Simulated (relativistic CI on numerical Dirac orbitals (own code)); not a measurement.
# Ag+: q coefficients and field-shift factors

Calculated at this level of theory: Dirac-Coulomb-Breit CI, orbitals from a KLI potential per configuration, valence Slater integrals scaled by 0.85, P86 correlation energy added to each configuration, derivatives by finite differences, QED left out (own radial code, finite nucleus).

Configurations in the expansion (outside the closed core [Kr]): 4d¹⁰, 4d⁹5s, 4d⁹5p, 4d⁸5s², 4d⁹5d, 4d⁹4f, 4d⁸5s5p, 4d⁹5f. Levels of other configurations are missing.

With x = (α/α₀)² − 1 an excitation energy changes as ω = ω₀ + qx; K = 2q/ω₀ is the relative enhancement. Terms are leading LS components, so labels can repeat. The field-shift factor is F = δν/δ⟨r²⟩ for the transition from the lowest level.

Lowest level 4d¹⁰ ¹S0.

```csv
Level,ω₀ (cm⁻¹),q (cm⁻¹),K,F (GHz/fm²)
4d⁹5s ³D3,39968.4,-11510,-0.576,6.28
4d⁹5s ³D2,41649.8,-10520,-0.505,6.21
4d⁹5s ³D1,44336.5,-7290,-0.329,6.35
4d⁹5s ¹D2,47268.4,-7662,-0.324,5.95
4d⁹5p ³P°2,77854.0,-7448,-0.191,1.22
4d⁹5p ³F°3,80283.0,-7679,-0.191,1.19
4d⁹5p ³P°1,81005.1,-4524,-0.112,1.22
4d⁹5p ³F°4,81219.3,-5932,-0.146,1.15
4d⁹5p ³F°2,83000.4,-5558,-0.134,1.23
4d⁹5p ³P°0,83262.4,-1773,-0.0426,1.25
4d⁹5p ³D°3,84083.9,-5858,-0.139,1.18
4d⁹5p ¹D°2,84821.2,-4630,-0.109,1.28
4d⁹5p ¹F°3,86596.6,-1979,-0.0457,1.22
```

Correlation outside the listed configurations is missing or only estimated: errors of thousands of cm⁻¹ between configurations and terms are usual at this charge. Rates and lifetimes follow the computed energies and can be off by large factors. The fine structure of a lone outer electron comes out too small, for d and f at times inverted, and misplaced configurations move strength between like terms.
